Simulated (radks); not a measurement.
Results of a calculation; reference values are marked as such.
Spherical quantum dot in the effective-mass picture: electrons in a well V = -V0 / (1 + exp((r - R)/a)) with V0 = 34.8, R = 1.78, a = 0.16, with a point charge +2 (a donor) at the centre, all in effective atomic units (hartree* = m*/eps^2 hartree, bohr* = eps/m* bohr), one dielectric constant everywhere. Level of theory: non-relativistic Kohn-Sham, LDA (Slater exchange, Perdew-Wang correlation), spin-polarised, spherical densities (a radial shooting solver with Libxc functionals). Levels are named by radial order and angular momentum (1s, 1p, 1d, 2s, ...), and open shells are averaged over m. Results are scaled to m* = 0.421 and eps = 7.7, for which hartree* = 193.2 meV and bohr* = 0.9679 nm.

N = 12, configuration 1s2 1p6 1d(up 3, down 0) 2s(up 1, down 0). This is the lowest configuration that the search found. Occupied and some empty levels:

level,occupation,eigenvalue (meV),<r> (nm)
1s up,1,-4935.9,0.7529
1s down,1,-4900.7,0.7577
1p up,3,-4539.3,1.005
1p down,3,-4507.3,1.003
2s up,1,-4143.8,0.8471
1d up,3,-4129.6,1.111
2s down,0,-4099.4,0.8499
1d down,0,-4096.4,1.111
1f up,0,-3648.4,1.187
1f down,0,-3614.8,1.188
2p up,0,-3366.1,0.9585
2p down,0,-3336.8,0.9625
1g up,0,-3098.7,1.250
1g down,0,-3065.3,1.250

Energy (meV): total -65226.2, kinetic 7843.6, external -83527, Hartree 12297, exchange-correlation -1839.1.
